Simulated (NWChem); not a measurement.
Molecule: C$_{2}$H$_{4}$FNSi; SMILES N#C[C@H]([SiH3])F

Program: NWChem. Each level has its own optimisation; frequencies are unscaled.

For level Hartree-Fock/STO-3G:

```
Property                           Value
---------------------------------  -----
r C–C (Å)                          1.504
highest harmonic frequency (cm⁻¹)   3561
lowest (cm⁻¹)                        114
zero-point energy (kcal/mol)        40.8
```

Estimate the same quantities for level PBE0/def2-SVP.

The r C–C (Å) is 1.459, the highest harmonic frequency (cm⁻¹) is 3073 and the lowest (cm⁻¹) comes out as 132. The zero-point energy (kcal/mol) is 33.5.
